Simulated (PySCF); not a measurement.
## Computed properties of BFH, SMILES [BH]F

BFH, SMILES F[BH] (connectivity only; charge and spin as stated), charge +1, multiplicity 1. The structure is a stationary point at PBE0-D3(BJ)/def2-TZVPD. The spin state was assumed, not searched. The isomer is the one that the SMILES or the coordinates give; other isomers of the formula were not compared. One conformer was computed; it need not be the lowest. All values are computed for the isolated molecule unless a solvent is named; none is compared with measurement here.

**Structure.** The optimised structure has C∞v symmetry. All 4 harmonic modes at PBE0-D3(BJ)/def2-TZVPD (PySCF) are real, so it is a minimum.

**Vibrations.** The strongest infrared lines (harmonic, unscaled, degenerate partners summed) lie at 1653 cm⁻¹ (205 km/mol, B 49 %, F 38 %, H 13 %), 737 cm⁻¹ (74 km/mol, H 71 %, B 26 %), 2841 cm⁻¹ (22 km/mol, H 84 %, B 16 %). The softest mode is at 737 cm⁻¹ and the zero-point energy is 8.5 kcal/mol.

**Electronic structure.** B3LYP/def2-TZVPD (PySCF) places the frontier levels at -21.96 and -9.77 eV, a gap of 12.19 eV and a mean polarisability of 10.0 bohr³. PBE/def2-TZVPD (PySCF) at the same geometry gives -20.46 and -10.62 eV, so its gap is 2.35 eV narrower. An orbital gap is neither the optical nor the fundamental gap.

**Excitations.** TDA-ωB97X/def2-TZVPD (PySCF) has S1 at 11.47 eV (108 nm, f = 0.331, bright); the most intense of the 10 singlets computed lies at 15.17 eV (f = 0.43). Strengths of degenerate partners are summed. T1 (TDA) is at 9.41 eV, 2.06 eV under S1. TDA-PBE/def2-TZVPD (PySCF) puts S1 at 10.91 eV. No vertical singlet excitation falls in the visible range (under 3.1 eV).

**NMR.** GIAO shifts at HF/pcSseg-2 (PySCF) (non-relativistic, atoms alike by connectivity averaged): ¹H at 6.9 ppm against TMS; ¹⁹F at 6.4 ppm against CFCl3; ¹¹B at 12.1 ppm against BF3.
